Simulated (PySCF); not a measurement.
CHO$_{3}$ (SMILES O=C([O-])O), charge -1, singlet, geometry from GFN2-xTB (in this run its highest filled SCF level lies above zero, so its values depend strongly on the basis, on diffuse functions most of all); PBE/STO-3G (PySCF).

Input for PySCF:
```python
from pyscf import gto, scf, dft

mol = gto.Mole()
mol.atom = '''
    O     1.133934   -0.595474    0.060069
    C    -0.172049    0.046248   -0.010546
    O    -0.117490    1.273465    0.033117
    O    -1.108087   -0.728969   -0.101257
    H     1.765446    0.130336    0.127853
'''
mol.basis = 'sto-3g'
mol.charge = -1
mol.spin = 0
mol.verbose = 5
mol.build()

mf = dft.RKS(mol)
mf.xc = 'pbe'
mf.kernel()
mo_i, mo_e, stable_i, stable_e = mf.stability(internal=True, external=True, return_status=True, nroots=6, tol=1e-6)
print('internally stable:', stable_i, ' externally stable:', stable_e)
if not stable_e:
    umf = mf.to_uhf() if not hasattr(mf, 'xc') else mf.to_uks()
    umf.scf_summary = {}
    umf.kernel(umf.make_rdm1(mo_e, umf.mo_occ))
```

The log (banner, timings and long lists left out):

```
PySCF version 2.14.0

[INPUT] verbose = 5
[INPUT] max_memory = 4000
[INPUT] num. atoms = 5
[INPUT] num. electrons = 32
[INPUT] charge = -1
[INPUT] spin (= nelec alpha-beta = 2S) = 0
[INPUT] symmetry False subgroup None
[INPUT] Mole.unit = angstrom
[INPUT] Symbol           X                Y                Z      unit          X                Y                Z       unit  Magmom
[...]
[INPUT] ---------------- BASIS SET ----------------
[INPUT] l, kappa, [nprim/nctr], expnt,             c_1 c_2 ...
[INPUT] O
[...]
                                23.808861         0.53532814
                                6.4436083         0.44463454
[...]
                                1.1695961         0.39951283
                                0.380389          0.70011547
[...]
                                1.1695961         0.60768372
                                0.380389          0.39195739
[INPUT] H
[...]
                                0.62391373        0.53532814
                                0.1688554         0.44463454
[INPUT] C
[...]
                                13.045096         0.53532814
                                3.5305122         0.44463454
[...]
                                0.6834831         0.39951283
                                0.2222899         0.70011547
[...]
                                0.6834831         0.60768372
                                0.2222899         0.39195739

nuclear repulsion = 113.519557744197
number of shells = 13
number of NR pGTOs = 63
number of NR cGTOs = 21
basis = sto-3g
ecp = {}

******** <class 'pyscf.dft.rks.RKS'> ********
method = RKS
initial guess = minao
damping factor = 0
level_shift factor = 0
DIIS = <class 'pyscf.scf.diis.CDIIS'>
diis_start_cycle = 1
diis_space = 8
diis_damp = 0
SCF conv_tol = 1e-09
SCF conv_tol_grad = None
SCF max_cycles = 50
direct_scf = True
direct_scf_tol = 1e-13
XC library pyscf.dft.libxc version 7.1.2
    S. Lehtola, C. Steigemann, M. J. T. Oliveira, and M. A. L. Marques,  SoftwareX 7, 1–5 (2018)
XC functionals = pbe
    J. P. Perdew, K. Burke, and M. Ernzerhof,  Phys. Rev. Lett. 77, 3865 (1996)
    J. P. Perdew, K. Burke, and M. Ernzerhof,  Phys. Rev. Lett. 78, 1396 (1997)
    J. P. Perdew, K. Burke, and M. Ernzerhof,  Phys. Rev. Lett. 77, 3865 (1996)
    J. P. Perdew, K. Burke, and M. Ernzerhof,  Phys. Rev. Lett. 78, 1396 (1997)
radial grids:
    Treutler-Ahlrichs [JCP 102, 346 (1995); DOI:10.1063/1.469408] (M4) radial grids

[...]
converged SCF energy = -260.336879544675
<class 'pyscf.dft.rks.RKS'> wavefunction is stable in the internal stability analysis
[...]
Linear dependency in trial subspace. |r| for each state [8.69801715e-08 9.19652094e-03 6.23154954e-04 2.43508042e-06
 1.02661342e-05 1.22783211e-05]
rhf_real2complex: lowest eigs of H = [9.11875589e-15 2.49555219e-01 2.54979081e-01 2.95833652e-01
 3.18001378e-01 3.48156170e-01]
<class 'pyscf.dft.rks.RKS'> wavefunction is stable in the real -> complex stability analysis
davidson 0 1  |r|= 0.391  e= [0.44447582]  max|de|= 0.444  lindep= 0.93
Old state -> New state
    0     ->     1
davidson 1 2  |r|= 0.38  e= [0.4143825 0.4529385]  max|de|= 0.414  lindep= 0.843
Old state -> New state
    1     ->     0
    0     ->     2
    1     ->     3
davidson 2 4  |r|= 0.372  e= [0.36029896 0.39068747 0.41530357 0.47677603]  max|de|= 0.391  lindep= 0.756
Old state -> New state
    3     ->     0
    0     ->     2
    0     ->     3
    1     ->     4
    2     ->     5
davidson 3 8  |r|= 0.155  e= [0.29783077 0.33360546 0.35664094 0.36749094 0.40012763 0.41113229]  max|de|= 0.334  lindep= 0.801
Old state -> New state
    0     ->     1
    0     ->     2
    0     ->     3
    1     ->     4
    3     ->     5
davidson 4 14  |r|= 0.131  e= [0.18943907 0.23865485 0.27057163 0.31694089 0.3336403  0.34666664]  max|de|= 0.271  lindep= 0.671
Old state -> New state
    1     ->     3
    3     ->     4
    4     ->     5
davidson 5 20  |r|= 0.153  e= [0.18040566 0.19823522 0.26536662 0.27277793 0.30939375 0.32333894]  max|de|= -0.0404  lindep= 0.603
Old state -> New state
    3     ->     2
    2     ->     3
davidson 6 26  |r|= 0.0233  e= [0.18032327 0.19423987 0.23211844 0.26520901 0.30637347 0.32023977]  max|de|= -0.0407  lindep= 0.923
[...]
davidson 7 32  |r|= 0.00378  e= [0.18032271 0.19418418 0.23164003 0.26520694 0.30631832 0.32019908]  max|de|= -0.000478  lindep= 0.581
[...]
davidson 8 6  |r|= 0.00378  e= [0.18032271 0.19418418 0.23164003 0.26520694 0.30631832 0.32019908]  max|de|= 2.22e-16  lindep= 0.992
davidson 9 9  |r|= 0.00123  e= [0.18032271 0.19418377 0.23163084 0.26520693 0.30631523 0.32019687]  max|de|= -9.19e-06  lindep= 0.688
[...]
converged 10 12  |r|= 0.000275  e= [0.18032271 0.19418376 0.23163034 0.26520693 0.30631475 0.32019645]  max|de|= -4.98e-07
rhf_external: lowest eigs of H = [0.18032271 0.19418376 0.23163034 0.26520693 0.30631475 0.32019645]
<class 'pyscf.dft.rks.RKS'> wavefunction is stable in the RHF/RKS -> UHF/UKS stability analysis
internally stable: True  externally stable: True
```
